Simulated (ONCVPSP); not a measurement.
## What the settings do to the ONCV potential of P (Z = 15)

Base potential:

ONCVPSP 4.0.1 input, shortened (lines: element, Z, core and valence counts, functional; n l f; lmax; l rc ep ncon nbas qcut; lloc lpopt rc5 dvloc0; l nproj debl; icmod fcfact rcfact), PBE, scalar-relativistic:

```
  P 15.00    3    2        4      upf
    1    0    2.00
    2    0    2.00
    2    1    6.00
    3    0    2.00
    3    1    3.00
    2
    0    1.20    0.00    3    7    5.00
    1    1.70    0.00    4    7    4.20
    2    1.75    0.10    3    7    4.70
    4    5    0.90    6.00
    0    2    2.90
    1    2    1.90
    2    2    3.40
    0    0.00    0.00
```

Cutoffs, loose and tight: the cutoffs (Ha) at which the residual kinetic energy of the hardest occupied pseudo-wave falls to 1 and 0.1 mHa per electron. They do not see the model core or the augmentation charge, which bear on the density cutoff. Test errors are all-electron minus pseudo excitation energies from the reference, over the configurations 3s2 3p2; 3s2 3p1; 3s2 3p0; 3s2 3p2.5. A dash means not determined; rows that change the core or the reference have their own tests.

For the base: The cutoffs count occupied waves only; projector 2 of the d channel, the hardest unoccupied one, needs 74 Ha at the loose tolerance.

A true bound ghost makes a file unfit for plane-wave use even where its test errors are small: the radial tests pick states by their node count and pass the ghost by.

```tsv
change	outcome	cutoff, loose	cutoff, tight	bound ghosts	GHOST(+) flags above zero	largest test error (meV)
base	generated	12 Ha	93 Ha	s	none	+21
local potential polynomial inside 0.90 bohr (lpopt 5, dvloc0 -0.5 Ha)	generated	12 Ha	93 Ha	s	d	+21
local potential polynomial inside 0.90 bohr (lpopt 5, dvloc0 1.5 Ha)	generated	12 Ha	93 Ha	s	none	+21
local potential polynomial inside 0.90 bohr (lpopt 5, dvloc0 3.5 Ha)	generated	12 Ha	93 Ha	s	none	+21
local potential polynomial inside 0.90 bohr (lpopt 5, dvloc0 5.5 Ha)	generated	12 Ha	93 Ha	s	none	+21
local potential polynomial inside 0.90 bohr (lpopt 5, dvloc0 6.5 Ha)	generated	12 Ha	93 Ha	s	none	+21
local potential polynomial inside 0.90 bohr (lpopt 5, dvloc0 9.5 Ha)	generated	12 Ha	93 Ha	s	none	+20
```

Question: What comes out with this change to the base: local potential polynomial inside 0.90 bohr (lpopt 5, dvloc0 -2.5 Ha)?

Answer: outcome: generated; cutoff, loose: 12 Ha; cutoff, tight: 93 Ha; bound ghosts: s, d; GHOST(+) flags above zero: none; largest test error (meV): +22.

Reading the sweep of the dvloc0 (base included, trends over the rows without a ghost): Bound ghosts are found at -2.5, -0.5, 1.5, 3.5, 5.5, 6, 6.5, 9.5 Ha. Every judged row has one, so this setting neither creates nor removes them.
